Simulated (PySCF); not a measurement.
Dipole moment and polarisability of `[H]/P=P\C[SiH3]`

CH6P2Si.
Geometry (GFN2-xTB, Å), atoms numbered from 1 in this order:
```xyz
10
CH6P2Si angstrom
Si    -1.2811    0.5064    0.2583
C     -0.0336   -0.7689   -0.4323
P      1.2684   -1.1881    0.8193
P      2.7481    0.1826    0.5830
H     -1.8239    0.0090    1.5212
H     -0.5788    1.7754    0.4682
H     -2.3332    0.6674   -0.7470
H     -0.5612   -1.6950   -0.6633
H      0.4157   -0.4010   -1.3552
H      2.1885    0.9167   -0.4747
```

Level: PBE0/def2-SVPD (PySCF), static field, nuclei fixed, core orbitals frozen in the response. The polarisability tensor in these axes (au):

```
x   118.06   6.91   5.45
y     6.91  86.28  -3.36
z     5.45  -3.36  75.79
```

Task: Diagonalise the tensor; give its mean and Δα, where Δα² is half the sum of the squared differences of the eigenvalues.

Result: Principal values 73.60, 86.54 and 120.00 au; mean 93.38 au = 13.84 Å³ = 15.40 × 10⁻⁴⁰ C²·m²/J; Δα = 41.47 au (44 % of the mean).

Task: What is the dipole moment, and where does it point?

Result: (-1.48, 0.22, -1.47) D, 2.10 D in size, pointing from the negative to the positive side. Measured along this direction, the outermost atoms are P4 at the negative end and H7 at the positive end.

Task: Find the Langevin capture rate constant for NO+ (29.998 u) meeting this molecule (107.971 u), k = 2.342 × 10⁻⁹ cm³/s × √(α in Å³ / reduced mass in u).

Result: The reduced mass is 23.48 u, so k = 1.80 × 10⁻⁹ cm³/s. The formula leaves out the permanent dipole, which adds to the capture rate.

Task: Give the principal axes and the span of the nuclei along them.

Result: Largest value along (0.98, 0.19, 0.11), where the nuclei span 5.01 Å; middle along (-0.14, 0.92, -0.36), 3.12 Å; least along (-0.17, 0.34, 0.93), 3.18 Å. 

Task: Sum over states: ᾱ = Σ f/ω², ω in Eh. What share falls to these 8 lowest TDDFT singlets (eV, f)? 3.59, 0.0008; 3.93, 0.0098; 4.34, 0.1368; 5.98, 0.0019; 6.20, 0.0008; 6.32, 0.0123; 6.34, 0.0014; 6.41, 0.0053.

Result: They add up to 6.31 au, 6.8 % of the 93.38 au; the largest single term is 5.39 au, from the state at 4.34 eV. Terms in order: 0.05, 0.47, 5.39, 0.04, 0.02, 0.23, 0.03, 0.10 au. Higher excitations give the rest. The strengths listed sum to 0.169.

Task: Traceless (Buckingham) quadrupole moment about the centre of nuclear charge: eigenvalues?

Result: -3.88, 1.53, 2.34 D·Å. The values depend on the origin, since the dipole doesn't vanish. The electronic extent ⟨r²⟩ about the same centre is 811 bohr², a root-mean-square distance of 2.01 Å for the 56 electrons.

Isolated species at its GFN2-xTB geometry (one conformer only).
